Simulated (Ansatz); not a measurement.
Ansatz (an electronic-structure program) input for In(Br)(Me)(NH2) (CH5BrInN), SMILES [CH3][In]([NH2])[Br], PBE/def2-SVPD. Coordinates come from a B3LYP-D3(BJ)/def2-SVP optimisation. The structure was generated by enumeration; whether it is a known compound was not checked. The def2 effective core potentials stand for the cores of In; spin–orbit coupling is left out. The values are those of a single conformer.

Ansatz 0.2 input:
```yaml
crystal:
  periodic: [false, false, false]
  atoms:
    - {symbol: In, position_ang: [0.48491946, 0.49756266, 0.14536271]}
    - {symbol: Br, position_ang: [-1.21712076, -1.29329315, -0.40580250]}
    - {symbol: C, position_ang: [0.41893233, 2.35587287, -0.95386830]}
    - {symbol: H, position_ang: [0.52797971, 2.13400099, -2.02436201]}
    - {symbol: H, position_ang: [1.22171715, 3.02943080, -0.62499504]}
    - {symbol: H, position_ang: [-0.55911690, 2.82646406, -0.78112278]}
    - {symbol: N, position_ang: [1.57924676, -0.07261661, 1.75857395]}
    - {symbol: H, position_ang: [2.50050895, 0.32785221, 1.91926691]}
    - {symbol: H, position_ang: [1.57876317, -1.05997914, 2.00472012]}
basis:
  gaussian:
    orbitals: def2-SVPD
hamiltonian:
  xc: {name: PBE}
```

Program output:

```
WARN ansatz: RAYON_NUM_THREADS=1 ignored (pool sized by the plan → 1); use --threads N
Functional definition: PBE
integrals: 0.10 GiB planned
1456 factors; their error is unknown
mean field: 0.58 GiB planned
mean field evaluation 1: about -77789.4181 eV, gradient 8.6e1 eV
mean field evaluation 2: about -77720.8066 eV, gradient 1.5e2 eV
mean field evaluation 4: about -77805.4622 eV, gradient 1.9e1 eV
mean field evaluation 8: about -77806.4445 eV, gradient 2.6e-1 eV
mean field evaluation 16: about -77806.3960 eV, gradient 2.3e-4 eV
mean field -77806.39600143 eV, -2859.3323139831 hartree, gradient 6.8e-5 eV, S^2 0.000000; 0 other end points of the search recorded, 0 dependent functions left out
reference -77806.39606172 eV, -2859.3323161986 hartree; 37, 37 occupied and 116, 116 virtual orbitals, 1456 factors
Total energy: -77806.39606172 eV, -2859.3323161986 hartree
```

Self-consistency was reached.

Cost: very roughly 6 core-seconds.
